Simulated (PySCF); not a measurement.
Isomers of C6H7FN2.

All values: PBE0/def2-SVPD (PySCF) at GFN2-xTB geometries, gas phase, one conformer each. Core orbitals are frozen in the response; Δα² is half the sum of the squared differences of the principal polarisabilities.

Problem. Rank by dipole moment, lowest first.
A. `[CH3:1][CH2:2][c:3]1[cH:4][n:5][c:6]([F:7])[cH:8][n:9]1` with C1–C2–C3–C4 79°
B. `[CH2:1]=[CH:2][CH2:3][n:4]1[cH:5][c:6]([F:7])[cH:8][n:9]1` with C1–C2–C3–N4 131°, C2–C3–N4–C5 -71°
C. `[H]/[N:9]=[C:8]1/[C@:3]([C:2]#[N:1])([F:4])[CH2:5][CH2:6][CH2:7]1` with C2–C3–C5–C6 86°, C3–C5–C6–C7 38°, C5–C6–C7–C8 -31°, C6–C7–C8–N9 -168°

Solution. A (2.32 D), B (2.75 D), C (5.69 D).

Problem. Rank by polarisability anisotropy Δα, highest first.
A. `[CH2:1]=[CH:2][CH2:3][n:4]1[cH:5][c:6]([F:7])[cH:8][n:9]1` with C1–C2–C3–N4 131°, C2–C3–N4–C5 -71°
B. `Cc1cc(F)c(C)nn1`
C. `[H]/[N:9]=[C:8]1/[C@:3]([C:2]#[N:1])([F:4])[CH2:5][CH2:6][CH2:7]1` with C2–C3–C5–C6 86°, C3–C5–C6–C7 38°, C5–C6–C7–C8 -31°, C6–C7–C8–N9 -168°

Solution. B (7.75 Å³), A (6.80 Å³), C (2.18 Å³).

Problem. Rank by HOMO–LUMO gap, highest first.
A. `[CH3:1][CH2:2][c:3]1[cH:4][n:5][c:6]([F:7])[cH:8][n:9]1` with C1–C2–C3–C4 79°
B. `[CH2:1]=[CH:2][CH2:3][n:4]1[cH:5][c:6]([F:7])[cH:8][n:9]1` with C1–C2–C3–N4 131°, C2–C3–N4–C5 -71°
C. `[H]/[N:9]=[C:8]1/[C@:3]([C:2]#[N:1])([F:4])[CH2:5][CH2:6][CH2:7]1` with C2–C3–C5–C6 86°, C3–C5–C6–C7 38°, C5–C6–C7–C8 -31°, C6–C7–C8–N9 -168°
D. `Cc1cc(F)c(C)nn1`

Solution. B (6.82 eV), C (6.47 eV), A (6.02 eV), D (5.30 eV).

All values together:

```csv
SMILES,μ (D),HOMO (eV),LUMO (eV),α (Å³),Δα (Å³)
CCc1cnc(F)cn1,2.32,-7.72,-1.70,12.25,6.74
[H]/N=C1\CCC[C@]1(F)C#N,5.69,-7.96,-1.49,11.41,2.18
C=CCn1cc(F)cn1,2.75,-7.11,-0.29,12.36,6.80
Cc1cc(F)c(C)nn1,2.70,-6.69,-1.39,12.44,7.75
```

Conformers: `[CH3:1][CH2:2][c:3]1[cH:4][n:5][c:6]([F:7])[cH:8][n:9]1` with C1–C2–C3–C4 79°; `[H]/[N:9]=[C:8]1/[C@:3]([C:2]#[N:1])([F:4])[CH2:5][CH2:6][CH2:7]1` with C2–C3–C5–C6 86°, C3–C5–C6–C7 38°, C5–C6–C7–C8 -31°, C6–C7–C8–N9 -168°; `[CH2:1]=[CH:2][CH2:3][n:4]1[cH:5][c:6]([F:7])[cH:8][n:9]1` with C1–C2–C3–N4 131°, C2–C3–N4–C5 -71°.
